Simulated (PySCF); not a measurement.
PySCF input file for SnI, SMILES [Sn][I] (connectivity only; charge and spin as stated), neutral, multiplicity 2, B3LYP-D3(BJ)/def2-TZVP. Geometry: B3LYP-D3(BJ)/def2-TZVP. The multiplicity is an assumed one; other spin states were not compared. The def2 effective core potentials stand for the cores of I, Sn; spin–orbit coupling is left out.

```python
import numpy as np
from pyscf import gto, scf, dft, df
from pyscf.hessian import thermo

mol = gto.M(
    atom='''
    Sn    0.00000000    0.00000000   -1.41351307
    I     0.00000000    0.00000000    1.33350289
    ''',
    basis='def2-TZVP',
    ecp={'I': 'def2-tzvp', 'Sn': 'def2-tzvp'},
    charge=0,
    spin=1,
    max_memory=1600,
    verbose=3,
)
mf = dft.UKS(mol, xc='b3lyp').density_fit(auxbasis='def2-universal-jkfit')
mf.disp = 'd3bj'
mf.grids.level = 3
mf.conv_tol = 1e-11
mf.max_cycle = 100
mf.kernel()
fine, coarse = mf.grids, dft.Grids(mol).set(level=1).build(with_non0tab=True)
for _ in range(3):  # follow internal instabilities
    mf.grids = coarse
    mo, _, stable, _ = mf.stability(return_status=True, nroots=4)
    mf.grids = fine
    if stable:
        break
    mf.kernel(mf.make_rdm1(mo, mf.mo_occ))

# [left out here: the lines that compute and print the analytic Hessian (its translational invariance restored by hand, since the grid's response is missing), thermochemistry and intensities]
```

Program output:

```

WARN: HOMO -0.916623115904932 >= LUMO -0.916623115904933

converged SCF energy = -512.220469662398  <S^2> = 0.75259769  2S+1 = 2.002596
<class 'pyscf.df.df_jk.DFUKS'> wavefunction is stable in the internal stability analysis

WARN: DFTD3 does not support analytical Hessian, using finite difference


WARN: Mole.unit (angstrom) is changed to Bohr

Mode                                 0
Irrep
Freq [cm^-1]                      187.6108
Reduced mass [au]                 122.5341
Force const [Dyne/A]                2.5411
Char temp [K]                     269.9301
Normal mode                   x     y     z
       0  Sn                 0.00  0.00 -0.07
       1   I                 0.00  0.00  0.06
temperature 298.1500 [K]
pressure 101325.00 [Pa]
Rotational constants [GHz] inf 1.09190 1.09190
Symmetry number 1
Zero-point energy (ZPE) 0.00043 [Eh]   1122.162 [J/mol]
                           tot       elec      trans        rot        vib
Entropy [J/mol/K]       272.774      5.763    177.387     80.204      9.419
Cv [J/mol/K]             28.555      0.000     12.472      8.314      7.769
Cp [J/mol/K]             36.870      0.000     20.786      8.314      7.769
Internal energy [J/mol]                      3718.434   2478.956   2646.012
Internal energy [Eh]   -512.21710  -512.22047
Enthalpy [J/mol]                             6197.391   2478.956   2646.012
Enthalpy [Eh]          -512.21616
Gibbs free energy [J/mol]                  -46690.558 -21434.010   -162.400
Gibbs free energy [Eh] -512.24713
mode   freq/cm-1   IR/(km/mol)
   1      187.61        21.069
max |gradient| / (hartree/bohr): 1.796939801677308e-05
APT charges: [ 0.5035 -0.5036]
```

The run converged.
